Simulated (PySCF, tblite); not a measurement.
Isomers of C2H8FNSi2, one GFN2-xTB conformer each. Single-point energies are computed at PBE0/pcSseg-1 (PySCF, gas phase, no added dispersion term), electronic only.

Question: Rank them by PBE0/pcSseg-1 energy, lowest first (kcal/mol).
A. `[F:1][Si@H:2]1[CH2:3][CH2:4][SiH2:5][NH:6]1` with F1–Si2–C3–C4 92°, Si2–C3–C4–Si5 32°, C3–C4–Si5–N6 -27°, C4–Si5–N6–Si2 12°
B. `[CH2:1]=[CH:2][N:3]([SiH3:4])[SiH2:5][F:6]` with C1–C2–N3–Si4 1°, C2–N3–Si5–F6 179°

Answer: A (0.0), B (44.5).

As drawn, the lower has an N–H bond and an Si–C bond, which the higher lacks; the higher has a C=C bond outside aromatic rings, which the lower lacks. GFN2-xTB itself gives, in the same order: 0.0, 4.7. Both levels put the same isomer lowest.

Question: Which frontier levels, dipoles and rotational constants go with these structures?

Answer: 
```json
{"SMILES": "F[Si@H]1CC[SiH2]N1", "HOMO (eV, PBE0/pcSseg-1)": "-7.67", "LUMO (eV)": "0.63", "dipole (D)": "1.64", "A, B, C (MHz)": "3944, 1796, 1456"}
{"SMILES": "C=CN([SiH3])[SiH2]F", "HOMO (eV, PBE0/pcSseg-1)": "-6.57", "LUMO (eV)": "0.25", "dipole (D)": "1.03", "A, B, C (MHz)": "3529, 1646, 1153"}
```

Question: What happens when harmonic zero-point energies from GFN2-xTB frequencies are added?

Answer: 
```
             SMILES  ZPE (kcal/mol)  electronic (kcal/mol)  with ZPE (kcal/mol)
 F[Si@H]1CC[SiH2]N1            61.8                    0.0                  0.0
C=CN([SiH3])[SiH2]F            57.2                   44.5                 40.0
```

The zero-point energies span 4.6 kcal/mol. The order is unchanged.
